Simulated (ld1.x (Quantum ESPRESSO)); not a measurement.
Reading a pseudo-wave (Lu (Z = 71))

Columns: radius, all-electron u(r) and pseudo u(r) of the 5p shell (level -46.33 eV) of lutetium in the configuration [Kr] 4d10 4f14 5s2 5p6 5d1 6s0 6p0; PBE, scalar-relativistic, ultrasoft scheme, ld1.x (Quantum ESPRESSO) 7.5.

```csv
r (bohr),all-electron,pseudo
0.160,-0.3269,-0.0333
0.320,0.3610,-0.1275
0.480,0.3933,-0.2672
0.640,-0.1026,-0.4295
0.800,-0.5704,-0.5891
0.960,-0.8531,-0.7221
1.120,-0.9674,-0.8112
1.280,-0.9669,-0.8472
1.440,-0.9002,-0.8310
1.600,-0.8013,-0.7717
1.760,-0.6920,-0.6840
1.920,-0.5849,-0.5844
2.080,-0.4866,-0.4869
2.240,-0.4000,-0.4000
2.400,-0.3257,-0.3257
2.560,-0.2633,-0.2633
2.720,-0.2115,-0.2115
2.880,-0.1690,-0.1690
3.040,-0.1344,-0.1344
3.200,-0.1065,-0.1065
3.360,-0.0841,-0.0841
3.520,-0.0662,-0.0662
3.680,-0.0520,-0.0520
3.840,-0.0407,-0.0407
4.000,-0.0318,-0.0318
4.160,-0.0248,-0.0248
```

How many radial nodes do the two functions have?

The all-electron 5p function has n − l − 1 = 3 (the table is too coarse to show those close to the nucleus); the pseudo-wave has 0, since the states of the same l below it are removed with the core.

At about which radius was the pseudo-wave matched?

2.25 bohr. The columns agree to 0.0005 from 1.92 bohr on; several derivatives are matched, so the curves merge somewhat inside the radius.

Is the pseudo-wave norm-conserving?

No, it belongs to an ultrasoft set: the norm inside the radius is not constrained, and the difference is carried by the augmentation charge.
